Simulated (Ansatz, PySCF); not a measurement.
Process, species as SMILES: NCCN -> [NH2] (NH2) + [CH2]CN (the C-N bond at the site shown breaks; other sites are not compared here)
Geometries: B3LYP-D3(BJ)/def2-TZVP minima from Ansatz (a first-principles code), one conformer each, not searched for the lowest. Frequencies are from Ansatz or PySCF.
Geometry of the first species:
```
C
H 1 1.0913
H 1 1.1021 2 106.72
N 1 1.4625 2 108.58 3 122.90
H 4 1.0123 1 110.90 2 -54.22
H 4 1.0137 5 107.05 1 120.96
C 1 1.5216 2 108.57 3 -117.10
H 7 1.0913 1 108.57 2 -57.72
H 7 1.1021 8 106.72 1 117.10
N 7 1.4625 8 108.58 9 122.90
H 10 1.0123 7 110.90 8 -54.22
H 10 1.0137 11 107.05 7 120.96
```
Charge 0, spin multiplicity 1.

Quantity: bond dissociation energy (enthalpy at 298 K, with B3LYP-D3(BJ) rigid-rotor harmonic-oscillator terms), in eV. Correlated levels leave the core frozen unless marked. Open shells are spin-unrestricted. Spin-orbit coupling is left out. Non-relativistic. Basis-set limits of correlation are two-point, X^-3; Hartree-Fock from the larger set. The bracket is a focal-point correction in the basis named.

```
level                           program  bond dissociation energy (eV)
-----------------------  --------------  -----------------------------
SVWN5/def2-TZVPD                 Ansatz                           4.54
revPBE-D4/def2-TZVPD     Ansatz + dftd4                           3.48
revPBE/def2-TZVPD                Ansatz                           3.29
B3LYP-D4/def2-TZVPD      Ansatz + dftd4                           3.46
PBE0/6-31G*                      Ansatz                           3.65
PBE0-D3(BJ)/def2-TZVP    Ansatz + dftd3                           3.61
BHLYP-D3(BJ)/def2-TZVPD  Ansatz + dftd3                           3.36
```

**Question.** Predict the RI-MP2/CBS(cc-pVTZ,cc-pVQZ)+[CCSD(T)-MP2]/cc-pVTZ result (Ansatz).

**Answer.** 3.74 eV, so BHLYP-D3(BJ)/def2-TZVPD differs from it by -0.38 eV.
